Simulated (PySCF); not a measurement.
Computed IR spectrum (relative IR intensity) of a molecule C₅H₇F. The structure is a stationary point at PBE-D3(BJ)/def2-SVP. Other conformers were not sampled. These are PySCF with PBE-D3(BJ)/def2-SVP values and carry that method's errors. No scaling factor is applied to the harmonic values.

Lines under 2 % of the strongest are left out, and lines within 2 cm⁻¹ are merged.

```csv
ν (cm⁻¹),relative intensity
367,3.8
593,5.3
793,59
816,16
854,24
918,31
954,26
958,42
1100,2.4
1227,2.3
1319,100
1340,11
1348,17
1396,11
1407,13
1641,54
1692,72
2954,33
3019,13
3064,12
3101,16
3113,2.8
```

Problem. Which structure fits?
(A) C=C(C)/C=C\F
(B) C#CC[C@@H](C)F
(C) C=C(F)/C=C/C
(D) F/C=C\C1CC1

Solution. C, C=C(F)/C=C/C
